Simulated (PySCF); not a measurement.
A GIAO shielding run with PySCF 2.14 (density fitting, non-relativistic, gas phase) on `C[SiH2][C@H](F)C#C[SiH2]S[SiH3]`, C₄H₁₁FSSi₃:

```
$ OMP_NUM_THREADS=1 python probes_run.py task.json out

{"job": {"kind": "nmr", "xc": "PBE0", "basis": "pcSseg-1"}, "charge": 0, "multiplicity": 1}
C     -2.633784    -1.331911    -0.029898
Si    -3.057545     0.355913     0.708248
C     -2.260701     1.695306    -0.454595
F     -2.946132     1.681834    -1.670229
C     -0.866871     1.413166    -0.661289
C      0.285666     1.101310    -0.840458
Si     2.038423     0.588185    -1.008895
S      2.301198    -0.851920     0.590944
Si     4.404597    -1.224737     0.580365
H     -3.112536    -2.138480     0.517191
H     -1.559259    -1.499853    -0.003803
H     -2.953494    -1.397461    -1.067351
H     -4.495534     0.642917     0.702739
H     -2.469739     0.570595     2.032665
H     -2.384554     2.709251    -0.057759
H      2.957349     1.700630    -0.780324
H      2.287564    -0.096718    -2.273774
H      4.584025    -2.153439     1.680522
H      5.097395     0.041984     0.788850
H      4.778784    -1.795891    -0.708904
```

Hardware: 1 thread of an Arm Neoverse V1, shared host. The job also computes population analyses, field gradients.

Q: How large is the calculation?

A: 102 electrons, 236 basis functions and 1319 auxiliary functions.

Q: How long does it take, and how much memory does it need?

A: 81 s of wall time, with 14 SCF cycles and 5 response iterations; peak memory 1.1 GiB. Times on a shared host scatter by some tens of per cent.
